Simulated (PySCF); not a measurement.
NMR data simulated for an unnamed compound:

1H NMR (500 MHz, computed): δ 4.90 (m, 2H), 4.63 (m, 2H), 3.79 (m, 1H), 3.28 (s, 3H), 1.56 (m, 1H), 1.34 (d, 3H).

13C{1H} NMR (computed): δ 71.7 (CH), 63.9 (CH3), 17.5 (CH3), 7.3 (CH).

PySCF 2.14 calculation with GFN2-xTB geometry and PBE0/pcSseg-1 with gauge-including orbitals; a single conformation, relativity neglected, in vacuum, fast rotation and ring inversion assumed for equivalent nuclei.

Referencing at the same level of theory: 1H and 13C vs TMS.

**Question.** Which of these does the molecule contain: an aldehyde, a methoxy group, an amide, an NH or NH2 group, a Si–H bond?

**Answer.** 
- An aldehyde: no.
- A methoxy group: yes (δC 63.9; δH 3.28 (s)).
- An amide: no.
- An NH or NH2 group: no.
- A Si–H bond: yes (δH 4.63 (m), 4.90 (m)).

The data belong to `O(C)[C@H]1[SiH2][C@H](C)[SiH2]1`, C4H12OSi2; they needn't prove each group on their own.

Carbon signals by region: 2 at 50–100 ppm, 2 below 50 ppm.

Shifts are as computed. Against solution values, carbons near 30 ppm lie about +3 ppm off and those near 130 ppm about +5 ppm. Of 1211 compounds with measured shifts, 218 miss one by over three times the rms of a fit or turn the order of signals round; such compounds aren't used in these exercises. No couplings were computed; multiplicities are counted from neighbouring protons, with m where these are inequivalent, close in shift, in a saturated or five-membered ring or joined by F or P, and br s for small geminal =CH2 splittings.
